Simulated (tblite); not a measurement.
C3H9OSi (doublet state).
Geometry (GFN2-xTB, Å), atoms numbered from 1 in this order:
```xyz
14
C3H9OSi angstrom
C     -1.4375   -1.4069    0.1832
Si    -0.1603   -0.1658    0.8607
C     -0.7437    1.6354    0.6506
C      1.5293   -0.4033   -0.0369
O      2.4946    0.5475    0.3926
H     -1.6171   -1.2381   -0.8779
H     -2.3880   -1.3058    0.6975
H     -1.1057   -2.4339    0.3018
H     -1.0331    1.8226   -0.3829
H     -1.6009    1.8578    1.2791
H      0.0478    2.3346    0.9021
H      1.4109   -0.2172   -1.1079
H      1.9250   -1.4208    0.0715
H      2.6783    0.3934    1.3243
```

The geometry is computed with GFN2-xTB (gas phase). This method treats the open shell by occupation alone, without spin polarisation.

Take the most abundant isotopes and a rigid rotor. The values belong to one conformer with, in the numbering `[CH3:1][Si:2]([CH3:3])[CH2:4][OH:5]`, C1–Si2–C4–O5 177°, Si2–C4–O5–H 64°.

(1) What are A, B and C (GHz)?

(2) What kind of rotor is it?

(3) What does the inertial defect say?

(4) List the rotational levels J(Ka,Kc) to J = 5 (MHz).

## Answers

(1) Ia = 95.97, Ib = 197.71, Ic = 268.94 u·Å²; 505379 MHz·u·Å²/I gives 5266, 2556 and 1879 MHz, that is A = 5.2658, B = 2.5562, C = 1.8791 GHz.

(2) An asymmetric top: κ = (2 × 2556 − 5266 − 1879)/(5266 − 1879) = -0.60.

(3) Not planar: Δ = Ic − Ia − Ib = -24.74 u·Å². For a rigid frame Δ = −2 Σ m c², so Σ m c² = 12.37 u·Å² lies off the ab plane: 6.37 from hydrogen and 6.00 from heavier atoms. The atom farthest from that plane is 1.40 Å away.

(4) Above 0(0,0):
J = 1: 1(0,1) 4435, 1(1,1) 7145, 1(1,0) 7822
J = 2: 2(0,2) 13194, 2(1,2) 15339, 2(1,1) 17370, 2(2,1) 25498, 2(2,0) 25610
J = 3: 3(0,3) 26072, 3(1,3) 27564, 3(1,2) 31614, 3(2,2) 38804, 3(2,1) 39344, 3(3,1) 54110, 3(3,0) 54122
J = 4: 4(0,4) 42841, 4(1,4) 43759, 4(1,3) 50448, 4(2,3) 56458, 4(2,2) 57969, 4(3,2) 72044, 4(3,1) 72125, 4(4,1) 93211, 4(4,0) 93212
J = 5: 5(0,5) 63350, 5(1,5) 63859, 5(1,4) 73702, 5(2,4) 78387, 5(2,3) 81558, 5(3,3) 94498, 5(3,2) 94810, 5(4,2) 115635, 5(4,1) 115644, 5(5,1) 142839, 5(5,0) 142839

For this open shell read J as N, the rotation without spin; fine and hyperfine splittings come on top. Its GFN2-xTB frequencies are all real (lowest 61 cm⁻¹). Zero-point vibration and centrifugal distortion are left out.
